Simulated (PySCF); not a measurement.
H2Be (SMILES [BeH2]), singlet, at a GFN2-xTB geometry (such geometries of metal compounds can be far from the true shape). Base run: HF/aug-cc-pVDZ (PySCF).

Geometry (Å):
```xyz
3

Be     0.0000     0.0000     0.0000
H      0.0000     0.0000     1.2794
H      0.0000     0.0000    -1.2794
```
All else is at PySCF's defaults.

The base run was repeated with changes; each row names its change, and settings that it needs were set with it.

```json
[
 {"change": "base", "basis functions": "41", "E (Eh)": "-15.76653", "HOMO (eV)": "-12.37", "HOMO-LUMO gap (eV)": "12.85"},
 {"change": "basis = x2c-SVPall; relativity = spin-free X2C; nucleus = Gaussian (with mol.nucmod = 'G')", "basis functions": "19", "E (Eh)": "-15.75397", "HOMO (eV)": "-12.41", "HOMO-LUMO gap (eV)": "14.32"},
 {"change": "basis = x2c-TZVPall; relativity = spin-free X2C", "basis functions": "31", "E (Eh)": "-15.76995", "HOMO (eV)": "-12.39", "HOMO-LUMO gap (eV)": "14.33"},
 {"change": "basis = x2c-SVPall; relativity = none", "basis functions": "19", "E (Eh)": "-15.75155", "HOMO (eV)": "-12.41", "HOMO-LUMO gap (eV)": "14.32"},
 {"change": "basis = x2c-TZVPall; relativity = none", "basis functions": "31", "E (Eh)": "-15.76740", "HOMO (eV)": "-12.39", "HOMO-LUMO gap (eV)": "14.33"},
 {"change": "basis = jorge-DZP-DKH; relativity = none", "basis functions": "25", "E (Eh)": "-15.76459", "HOMO (eV)": "-12.36", "HOMO-LUMO gap (eV)": "14.10"},
 {"change": "basis = x2c-TZVPall; relativity = spin-free X2C; nucleus = Gaussian (with mol.nucmod = 'G')", "basis functions": "31", "E (Eh)": "-15.76994", "HOMO (eV)": "-12.39", "HOMO-LUMO gap (eV)": "14.33"},
 {"change": "basis = jorge-DZP-DKH; relativity = spin-free X2C", "basis functions": "25", "E (Eh)": "-15.76712", "HOMO (eV)": "-12.36", "HOMO-LUMO gap (eV)": "14.10"},
 {"change": "basis = x2c-SVPall; relativity = spin-free X2C", "basis functions": "19", "E (Eh)": "-15.75397", "HOMO (eV)": "-12.41", "HOMO-LUMO gap (eV)": "14.32"},
 {"change": "basis = jorge-DZP-DKH; relativity = spin-free X2C; nucleus = Gaussian (with mol.nucmod = 'G')", "basis functions": "25", "E (Eh)": "-15.76712", "HOMO (eV)": "-12.36", "HOMO-LUMO gap (eV)": "14.10"}
]
```

Totals shift with the method and basis; they matter in differences.

Basis sets contracted for a relativistic Hamiltonian are a mismatch without it, so the rows without relativity aren't non-relativistic limits. No row has spin-orbit coupling; sets with core potentials leave out the core electrons.
